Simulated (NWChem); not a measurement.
System: SiH₂ClF; SMILES F[SiH2]Cl

The following NWChem deck was run.

```
start job
memory heap 200 mb stack 900 mb global 1100 mb
geometry units angstroms noautosym nocenter noautoz
  Si    -0.502430     0.563225     0.000000
  F      0.738275     1.582488     0.000000
  Cl     0.211595    -1.370306     0.000000
  H     -1.288077     0.763069    -1.235079
  H     -1.288077     0.763069     1.235079
end
basis spherical
  * library 6-31g*
end
dft
  xc hfexch
  iterations 150
end
property
  efieldgrad
end
task dft property
```

Output (shortened):

```
             Northwest Computational Chemistry Package (NWChem) 7.3.0
             --------------------------------------------------------

                             Geometry "geometry" -> ""
                             -------------------------

 Output coordinates in angstroms (scale by  1.889725989 to convert to a.u.)

  No.       Tag          Charge          X              Y              Z
 ---- ---------------- ---------- -------------- -------------- --------------
    1 Si                  14.0000    -0.50243000     0.56322500     0.00000000
    2 F                    9.0000     0.73827500     1.58248800     0.00000000
    3 Cl                  17.0000     0.21159500    -1.37030600     0.00000000
    4 H                    1.0000    -1.28807700     0.76306900    -1.23507900
    5 H                    1.0000    -1.28807700     0.76306900     1.23507900

 Effective nuclear repulsion energy (a.u.)     149.8951125100

  xc_inp: hfexch multiplicative factor not found.
                              NWChem Property Module
                              ----------------------

  itol2e modified to match energy
  convergence criterion.

                                 NWChem DFT Module
                                 -----------------

 Summary of "ao basis" -> "ao basis" (spherical)
 ------------------------------------------------------------------------------
       Tag                 Description            Shells   Functions and Types
 ---------------- ------------------------------  ------  ---------------------
 Si                          6-31g*                  8       18   4s3p1d
 F                           6-31g*                  6       14   3s2p1d
 Cl                          6-31g*                  8       18   4s3p1d
 H                           6-31g*                  2        2   2s

  itol2e modified to match energy
  convergence criterion.

[...]

          -----------------------
          Electric field gradient
          -----------------------

 1 a.u. = 0.324123 10**(16) esu/cm**3  ( or statvolts/cm**2 ) = 0.97174 10**(22) v/m**2

 ------------------------------------------------------------
   Atom      X         Y         Z
 ------------------------------------------------------------
    1 Si  -0.94946   1.06434   0.00000
 ------------------------------------------------------------

 Electric field gradient in molecular frame (a.u.)
         XX             YY             ZZ             XY             XZ             YZ
 ------------------------------------------------------------------------------------------
       -0.129488      -0.497306       0.626794      -0.091334       0.000000      -0.000000

 Principal components (a.u.) and orientation
 of principal axis w.r.t. absolute frame                      Asymmetry parameter eta
 --------------------------------------------------------------------------------------
        0.626794      -0.518736      -0.108057                       0.655207

        0.000000       0.228438       0.973558
        0.000000       0.973558      -0.228438
        1.000000       0.000000       0.000000

 ------------------------------------------------------------
   Atom      X         Y         Z
 ------------------------------------------------------------
    2 F    1.39514   2.99047   0.00000
 ------------------------------------------------------------

 Electric field gradient in molecular frame (a.u.)
         XX             YY             ZZ             XY             XZ             YZ
 ------------------------------------------------------------------------------------------
       -0.463010      -0.219889       0.682899      -0.914631       0.000000       0.000000

 Principal components (a.u.) and orientation
 of principal axis w.r.t. absolute frame                      Asymmetry parameter eta
 --------------------------------------------------------------------------------------
       -1.264123       0.682899       0.581224                       0.080431

        0.752246       0.000000      -0.658882
        0.658882      -0.000000       0.752246
        0.000000       1.000000       0.000000

 ------------------------------------------------------------
   Atom      X         Y         Z
 ------------------------------------------------------------
    3 Cl   0.39986  -2.58950   0.00000
 ------------------------------------------------------------

 Electric field gradient in molecular frame (a.u.)
         XX             YY             ZZ             XY             XZ             YZ
 ------------------------------------------------------------------------------------------
        0.575001      -1.643142       1.068141       0.895471      -0.000000       0.000000

 Principal components (a.u.) and orientation
 of principal axis w.r.t. absolute frame                      Asymmetry parameter eta
 --------------------------------------------------------------------------------------
       -1.959521       1.068141       0.891380                       0.090206

       -0.333129       0.000000       0.942881
        0.942881       0.000000       0.333129
        0.000000       1.000000       0.000000

 ------------------------------------------------------------
   Atom      X         Y         Z
 ------------------------------------------------------------
    4 H   -2.43411   1.44199  -2.33396
 ------------------------------------------------------------

[...]
```

Level: Hartree-Fock/6-31G* (spherical d). The geometry was optimised at B3LYP/6-31G* (spherical d). NWChem prints the field gradient with the sign opposite to the second derivative of the potential.
